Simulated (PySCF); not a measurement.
Li(OH), SMILES [Li][OH], CAM-B3LYP/def2-SVP optimised geometry.

```
3

Li     1.25     0.00     0.00
O     -0.29     0.00     0.00
H     -1.25     0.00     0.01
```

Density from CAM-B3LYP/def2-TZVP (PySCF 2.14.0) at that geometry.

Minimum of the electron density along straight lines between bonded atoms, close to the bond critical point (lines longer than 1.1 times the sum of covalent radii, or with two minima, are not listed):

| bond | length / Å | ρ at the minimum / e bohr⁻³ | ∇²ρ there / e bohr⁻⁵ | position (fraction from the first atom) |
|---|---|---|---|---|
| Li1–O2 | 1.543 | 0.081 | 0.75 | 0.39 |
| O2–H3 | 0.955 | 0.364 | -2.43 | 0.80 |
